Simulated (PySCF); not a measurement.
B(F)(Me)(NHMe) (C2H7BFN), SMILES CB(F)NC.

The structure is a stationary point at B3LYP-D3(BJ)/def2-SVP. The structure was generated by enumeration, and PubChem lists no compound with its InChIKey, so it may never have been made. Other conformers were not sampled.

Calculation: PBE/def2-TZVP (PySCF).

Symmetry labels are those of the subgroup Cs that the program uses (full group Cs).

Computed valence orbital energies around the gap with their symmetry:
| orbital | symmetry | energy (eV) |
|---|---|---|
| HOMO−7 | A" | -10.70 |
| HOMO−6 | A" | -10.05 |
| HOMO−5 | A' | -9.83 |
| HOMO−4 | A' | -9.23 |
| HOMO−3 | A" | -9.18 |
| HOMO−2 | A' | -9.03 |
| HOMO−1 | A' | -7.64 |
| HOMO | A" | -6.15 |
| LUMO | A' | 0.03 |
| LUMO+1 | A" | 0.45 |
| LUMO+2 | A' | 0.99 |
| LUMO+3 | A' | 1.35 |
